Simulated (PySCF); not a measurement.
## `N#C/C=C\S(=O)(=O)[O-]`: 4 charge schemes on one density

Compound: C3H2NO3S (charge -1).
Geometry (GFN2-xTB, Å), atoms numbered from 1 in this order:
```
atom  x, y, z in Å
N1     1.5592    2.2988   -0.4895
C2     1.1927    1.2233   -0.2846
C3     1.2386   -0.1767   -0.0557
C4     0.1734   -0.9305    0.1403
S5    -1.4227   -0.0870    0.1088
O6    -2.1426   -0.7261   -0.9865
O7    -1.0514    1.3041   -0.1348
O8    -1.9895   -0.3448    1.4274
H9     2.2578   -0.5643   -0.0608
H10    0.1935   -1.9922    0.3128
```

Density: PBE0/pcSseg-1 (PySCF); schemes: Mulliken, IAO, Hirshfeld and ESP-fitted. Geometry: GFN2-xTB, one conformer, isolated ion. The pcSseg-1 basis has no diffuse functions, a weakness for an anion.

Question: At which atom do the 4 schemes differ most?

Answer: At S5: from +0.440 (Hirshfeld) to +2.215 e (IAO), 1.775 e apart.

Question: Which atoms carry the lowest charge in the Mulliken, IAO, Hirshfeld and ESP-fitted schemes?

Answer: All schemes pick atoms of one kind: Mulliken O8 (-0.621); IAO O6 and O8 (-0.952); Hirshfeld O6 and O8 (-0.416); ESP-fitted O6 and O8 (-0.641).

Question: Give the atomic charges in each scheme.

Answer: In e:

| atom | environment | Mulliken | IAO | Hirshfeld | ESP-fitted |
| --- | --- | --- | --- | --- | --- |
| N1 | nitrile nitrogen | -0.316 | -0.320 | -0.291 | -0.584 |
| C2 | nitrile carbon | +0.129 | +0.172 | +0.055 | +0.534 |
| C3 | alkene CH carbon | -0.140 | -0.206 | -0.061 | -0.350 |
| C4 | alkene CH carbon | -0.281 | -0.361 | -0.063 | -0.238 |
| S5 | sulfonyl sulfur | +1.234 | +2.215 | +0.440 | +1.139 |
| O6 | oxygen bonded to S | -0.620 | -0.952 | -0.416 | -0.641 |
| O7 | oxygen bonded to S | -0.604 | -0.915 | -0.346 | -0.564 |
| O8 | oxygen bonded to S | -0.621 | -0.952 | -0.416 | -0.641 |
| H9 | vinylic hydrogen | +0.113 | +0.157 | +0.048 | +0.167 |
| H10 | vinylic hydrogen | +0.106 | +0.163 | +0.051 | +0.177 |

Mean size of the charges over all atoms: IAO 0.641 e, ESP-fitted 0.503 e, Mulliken 0.416 e, Hirshfeld 0.219 e. Each set sums to the total charge, -1, to within 0.001 e. The Mulliken scheme gives each basis function's population to the atom it is centred on and halves the overlap population of two atoms between them. The IAO scheme projects the occupied orbitals on a minimal set of polarised atomic orbitals and counts the electrons in each atom's part of it.

Question: How many electrons does the ESP-fitted scheme count on O8?

Answer: Z − q = 8 − (-0.641) = 8.641.

Question: Sum the charges by element, for elements with more than one atom.

Answer: 
```json
{"element": "C", "atoms": "3", "Mulliken": "-0.292", "IAO": "-0.396", "Hirshfeld": "-0.070", "ESP-fitted": "-0.053"}
{"element": "O", "atoms": "3", "Mulliken": "-1.845", "IAO": "-2.819", "Hirshfeld": "-1.178", "ESP-fitted": "-1.845"}
{"element": "H", "atoms": "2", "Mulliken": "+0.219", "IAO": "+0.320", "Hirshfeld": "+0.099", "ESP-fitted": "+0.344"}
```

The run behind these numbers computed NMR shieldings as well. Time: 20 s wall (with the writing of density and orbital grids); peak memory 0.71 GiB. Hardware: Arm Neoverse V1, one thread, shared host.
